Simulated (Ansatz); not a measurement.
Isolated molecules relaxed with PBE0-D4/def2-TZVP in Ansatz; ΔE leaves out vibrations. CBS: MP2 limit from def2 TZ/QZ plus the TZ coupled-cluster correction, frozen cores. Functionals use def2-TZVPP. B3LYP here is the variant with VWN-RPA as its local correlation; programs differ in this. Each species was taken in one conformer, which may not be the lowest.

`OB(F)[SiH2][SiH3]` + `C[SiH]([AlH2])Cl` → `C[Si]([AlH2])([SiH3])Cl` + `OB(F)[SiH3]`  (formal exchange of groups at the Si–Si bond)

`OB(F)[SiH2][SiH3]`:

Z-matrix (Å, degrees):
```
Si
Si 1 2.342
B 1 2.028 2 109.1
H 1 1.488 2 109.1 3 -121.3
H 1 1.489 2 108.6 3 120.1
H 2 1.488 1 110.1 3 60.5
H 2 1.488 1 111.0 3 -179.2
H 2 1.488 1 110.0 3 -58.9
F 3 1.338 1 120.2 2 82.3
O 3 1.348 1 120.9 2 -95.6
H 10 0.965 3 113.4 1 177.8
```

`C[SiH]([AlH2])Cl`:

Cartesian coordinates in Å:
```
C -0.754 -1.437 -0.047
Si 0.418 -0.126 0.595
Al 0.550 1.911 -0.789
Cl -0.199 0.398 2.514
H -1.773 -1.052 -0.130
H -0.432 -1.777 -1.035
H -0.766 -2.297 0.627
H 1.765 -0.747 0.766
H 0.148 3.330 -0.205
H 1.043 1.796 -2.298
```

`C[Si]([AlH2])([SiH3])Cl`:

Z-matrix (Å, degrees):
```
C
Si 1 1.875
H 1 1.092 2 110.7
H 1 1.094 2 109.9 3 119.7
H 1 1.092 2 110.9 3 -120.6
Al 2 2.452 1 117.5 3 167.1
Si 2 2.341 1 110.7 3 -55.9
Cl 2 2.110 1 107.2 3 59.0
H 6 1.587 2 119.9 1 160.6
H 6 1.589 2 119.9 1 -24.6
H 7 1.491 2 109.3 1 -66.4
H 7 1.487 2 110.3 1 174.5
H 7 1.489 2 111.1 1 53.3
```

`OB(F)[SiH3]`:

```xyz
8

O     1.705    0.926    0.390
B     0.899    0.233   -0.441
F     1.396   -0.018   -1.647
Si   -0.972   -0.432    0.020
H     1.321    1.093    1.253
H    -1.041   -1.914   -0.088
H    -1.330   -0.046    1.415
H    -1.978    0.157   -0.903
```

| level | ΔE (kJ/mol) | difference from CCSD(T)/CBS |
| --- | --- | --- |
| PBE-D4 | -0.8 | -2.8 |
| r2SCAN-D4 | 1.2 | -0.8 |
| PBE0-D4 | 1.2 | -0.8 |
| B3LYP-D4 | 0.2 | -1.8 |
| ωB97X-V | 3.1 | 1.1 |
| ωB97M-V | 1.7 | -0.3 |
| B2PLYP | 3.9 | 1.9 |
| PBE | 2.4 | 0.4 |
| r2SCAN | 2.1 | 0.1 |
| PBE0 | 4.2 | 2.2 |
| B3LYP | 5.5 | 3.5 |
| HF/def2-TZVPP | 9.1 | 7.1 |
| MP2/def2-TZVPP | 1.1 | -0.9 |
| SCS-MP2/def2-TZVPP | 2.3 | 0.3 |
| CCSD/def2-TZVPP | 4.3 | 2.3 |
| CCSD(T)/def2-TZVPP | 2.6 | 0.6 |
| HF/def2-QZVPP | 9.2 | 7.2 |
| MP2/def2-QZVPP | 0.8 | -1.2 |
| SCS-MP2/def2-QZVPP | 2.1 | 0.1 |
| HF/CBS(def2) | 9.2 | 7.2 |
| MP2/CBS(def2) | 0.5 | -1.5 |
| CCSD/CBS(def2) | 3.7 | 1.7 |
| CCSD(T)/CBS | 2.0 | 0 |

Largest T1 diagnostic among the species: 0.014.

The D4 term adds −5.3 kJ/mol with B3LYP and −3.0 kJ/mol with PBE0; it sums over pairs of atoms, weighted by their polarisabilities, and B3LYP, whose exchange is more repulsive, gets the larger term. In def2-TZVPP, CCSD(T) changes the Hartree–Fock value by −6.5 kJ/mol (the triples alone add −1.7 kJ/mol) and MP2 by −8.0 kJ/mol.
